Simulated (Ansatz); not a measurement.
# Abstraction of Cl: C2H9ClSi2 + SbH2 → C2H9Si2 + SbH2Cl

Gas-phase species: C2H9ClSi2 `C[SiH2][SiH](C)Cl`, singlet; SbH2 `[SbH2]`, doublet; C2H9Si2 `C[SiH][SiH2]C`, doublet; SbH2Cl `[Cl][SbH2]`, singlet. A radical takes Cl: the energy is the difference in strength between the Si–Cl bond broken and the Sb–Cl bond made.

Shapes, held fixed at every level: PBE0-D4/def2-TZVP. Flexible molecules stand in one conformer, not always the lowest. Programs: Ansatz 0.2.0. Electronic energies: no zero-point or thermal term.

(1) Estimate ΔE of this reaction.

Results:

(1) The highest level, CCSD(T)/def2-TZVPP, gives ΔE = +145.2 kJ/mol; the levels span +121.7 to +150.4. The column of differences is taken from that level and isn't an error. No measured value is set beside it here. Open shells run unrestricted. For atoms past krypton def2 sets carry core potentials with scalar relativity. Outer-core shells of Sb are correlated, in sets that cover them unevenly.

```tsv
level	kind	ΔE (kJ/mol)	less CCSD(T)/def2-TZVPP
MP2/def2-TZVPP	perturbation theory	+150.2	+5.0
PBE-D4/def2-TZVPP	GGA	+121.7	-23.5
wB97M-V/def2-TZVPP	range-separated hybrid	+150.4	+5.2
wB97X-V/def2-TZVPP	range-separated hybrid	+142.6	-2.6
B2PLYP/def2-TZVPP	double hybrid	+138.4	-6.8
CCSD/def2-TZVPP	coupled cluster or CI	+147.2	+2.0
CCSD(T)/def2-TZVPP	coupled cluster or CI	+145.2	0.0
```
